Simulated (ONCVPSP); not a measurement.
**PW91 ONCV dataset for O (Z = 8), scalar-relativistic all-electron reference.**

| Property | Result |
| --- | --- |
| Element | oxygen (O) |
| Generator | ONCVPSP 4.0.1 |
| Type | optimised norm-conserving Vanderbilt (ONCV) |
| Functional | PW91 |
| Relativity | scalar-relativistic |
| Frozen core | [He] |
| Valence charge | 6 |
| Reference configuration | 2s2 2p3 (charge +1) |
| Partial waves | 2s: rc 0.85 bohr, ncon 3, nbas 7, qcut 7.4 1/bohr, 2 projectors, debl 2.4 Ha; 2p: rc 1.30 bohr, ncon 4, nbas 8, qcut 9.7 1/bohr, 2 projectors, debl 1.1 Ha |
| Local potential | polynomial inside 0.80 bohr (lpopt 5, dvloc0 0 Ha) |
| Core correction | Teter function, fcfact 3.25, rcfact 1.25 |

All-electron outer shells of the reference configuration (PW91, scalar-relativistic, ld1.x):

```csv
shell,level (eV),outermost node (bohr),outermost maximum (bohr)
1s,-534.00,–,0.13
2s,-39.73,0.28,0.86
2p,-24.55,–,0.79
```

(1) Estimate the cutoffs (Ha) at which the residual kinetic energy of the hardest occupied pseudo-wave falls to 1 and 0.1 mHa per electron.

(2) Does the potential have ghost states?

(3) Which valence shell sets the plane-wave cutoff?

(4) Tests: 2s2 2p4; 2s2 2p2; 2s2 2p1; 2s1 2p4. Which has the largest error in its energy relative to the reference configuration, and how large is it?

Answers

(1) 60 Ha and 194 Ha.

(2) No bound ghost flagged; no localised positive-energy state flagged.

(3) 2s: 60 Ha for 1 mHa per electron, against 35 Ha for 2p.

(4) 2s2 2p1, with +381 meV (all-electron minus pseudo) on +87.71 eV.
